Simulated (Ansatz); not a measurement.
Reaction (substitution at a C–B bond): `NBC1C=C1` + H–F → `FC1C=C1` + `BN`

Isolated molecules relaxed with PBE0-D4/def2-TZVP in Ansatz; ΔE leaves out vibrations. CBS: MP2 limit from def2 TZ/QZ plus the TZ coupled-cluster correction, frozen cores. This one scheme is used for every species. Functionals use def2-TZVPP. B3LYP here is the variant with VWN-RPA as its local correlation; programs differ in this. Each species was taken in one conformer, which may not be the lowest.

Is it downhill or uphill in electronic energy at CCSD(T)/CBS, and by how much? (Estimate.)

The calculation gave: Uphill: ΔE = +59.8 kJ/mol.

What do these levels give: PBE-D4, B97M-V, B3LYP-D4, CAM-B3LYP-D4, B2PLYP, MP2/def2-TZVPP? (Estimate.)

The calculation gave: PBE-D4 45.6, B97M-V 40.3, B3LYP-D4 42.4, CAM-B3LYP-D4 38.3, B2PLYP 44.7, MP2/def2-TZVPP 65.4 kJ/mol.

Largest T1 diagnostic among the species: 0.012.

From BLYP to BHLYP (50 % exact exchange), in def2-TZVPP and without D4, ΔE moves by +5.1 kJ/mol. In def2-TZVPP, CCSD(T) changes the Hartree–Fock value by +27.0 kJ/mol (the triples alone add +2.6 kJ/mol) and MP2 by +36.6 kJ/mol.
